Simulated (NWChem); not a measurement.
HSe₂Br; SMILES [Se]([SeH])Br

```xyz
4

Se     0.9526    -0.0303     0.0055
Br    -0.4497     1.8609     0.0084
Se    -0.4705    -1.8282     0.0281
H     -0.6519    -1.9420    -1.4354
```
Atoms are numbered in this order, from 1.

Computed with NWChem. The geometry was optimised at PBE0/def2-SVP. Ions are spin-unrestricted doublets at the neutral geometry; other ion states weren't tried.

For level BHandHLYP/def2-SVP:

```yaml
vertical ionisation energy, ΔSCF (eV): 9.14
"−ε(HOMO) (eV)": 7.94
```

### Question
Estimate the same quantities for level PBE/def2-SVP.

### Answer
* **vertical ionisation energy, ΔSCF (eV)**: 8.71
* **−ε(HOMO) (eV)**: 5.64
